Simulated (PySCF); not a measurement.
Compound: C4H10Ge.
Atom-mapped SMILES: `[CH3:1][C@@H:2]1[CH2:3][CH2:4][GeH2:5]1` (hydrogens: H6, H7, H8 on C1; H9 on C2; H10, H11 on C3; H12, H13 on C4; H14, H15 on Ge5)

Structure used (PBE0-D3(BJ)/def2-SVP), in Å, numbered top down from 1:
```xyz
15
C4H10Ge angstrom
C      1.916    0.346   -0.324
C      0.490    0.489    0.162
C     -0.155   -0.729    0.869
C     -1.652   -0.558    0.531
Ge    -1.097    0.514   -1.036
H      2.614    0.182    0.516
H      2.023   -0.509   -1.011
H      2.255    1.246   -0.860
H      0.397    1.375    0.815
H      0.225   -1.654    0.400
H      0.075   -0.806    1.947
H     -2.171    0.084    1.260
H     -2.233   -1.481    0.402
H     -0.916   -0.304   -2.333
H     -1.814    1.842   -1.357
```

Level: B3LYP/def2-SVPD in PySCF, non-relativistic, on one gas-phase PBE0-D3(BJ)/def2-SVP geometry that isn't relaxed in the solvent. The solvent is an IEF-PCM continuum (Bondi radii, 1.10 Å for H, scaled by 1.2), and excitations are vertical TDDFT with non-equilibrium linear response and a frozen core. Only the electrostatic response of the medium enters. Spin–orbit coupling is left out although an atom past zinc is present.

Gas-phase singlets (H = HOMO, L = LUMO):

| state | E (eV) | λ (nm) | f | leading configurations |
| --- | --- | --- | --- | --- |
| S1 | 6.367 | 195 | 0.018 | H→L 80%, H-1→L 15% |
| S2 | 6.656 | 186 | 0.018 | H→L+1 79%, H-1→L 17% |
| S3 | 6.749 | 184 | 0.071 | H-1→L 61%, H→L 15% |
| S4 | 7.029 | 176 | 0.046 | H-1→L+1 91% |
| S5 | 7.202 | 172 | 0.080 | H→L+2 90% |

Q: Give the list for dichloromethane (ε = 8.93), n² = 2.03.

A: 
| state | E (eV) | λ (nm) | f | leading configurations | change by rank (eV) |
| --- | --- | --- | --- | --- | --- |
| S1 | 6.327 | 196 | 0.031 | H→L 83%, H-1→L 13% | -0.040 |
| S2 | 6.639 | 187 | 0.029 | H→L+1 72%, H-1→L 23% | -0.017 |
| S3 | 6.697 | 185 | 0.113 | H-1→L 58%, H→L+1 21% | -0.052 |
| S4 | 7.024 | 177 | 0.087 | H-1→L+1 92% | -0.005 |
| S5 | 7.132 | 174 | 0.111 | H→L+2 92% | -0.070 |

Q: How do the frontier levels move from gas to dichloromethane?

A: 
```csv
orbital,gas (eV),solvent (eV),change (eV),"Löwdin shares, gas","Löwdin shares, solvent"
LUMO+2,0.79,0.89,+0.10,"Ge5 22 %, H14 14 %, C4 9 %, C3 9 %","Ge5 20 %, H14 13 %, C4 10 %, C3 10 %"
LUMO+1,0.33,0.44,+0.11,"Ge5 35 %, H15 12 %, H14 7 %, C4 7 %","Ge5 38 %, H15 14 %, H14 9 %, C4 6 %"
LUMO,0.02,0.12,+0.10,"Ge5 32 %, C4 11 %, H15 10 %, H14 10 %","Ge5 33 %, C4 11 %, H15 10 %, H14 10 %"
HOMO,-7.22,-7.09,+0.13,"C2 34 %, Ge5 23 %, C1 10 %, C4 7 %","C2 34 %, Ge5 23 %, C1 10 %, C4 7 %"
HOMO-1,-7.58,-7.46,+0.12,"C4 33 %, Ge5 22 %, C3 14 %, H15 6 %","C4 32 %, Ge5 22 %, C3 14 %, H15 6 %"
HOMO-2,-8.68,-8.56,+0.12,"Ge5 22 %, H14 14 %, H15 13 %, C2 11 %","Ge5 19 %, C2 12 %, H14 12 %, H15 11 %"
HOMO-3,-9.12,-8.98,+0.14,"C3 25 %, C4 19 %, C1 15 %, C2 14 %","C3 25 %, C4 19 %, C1 16 %, C2 14 %"
```

The HOMO–LUMO gap goes from 7.24 to 7.21 eV.
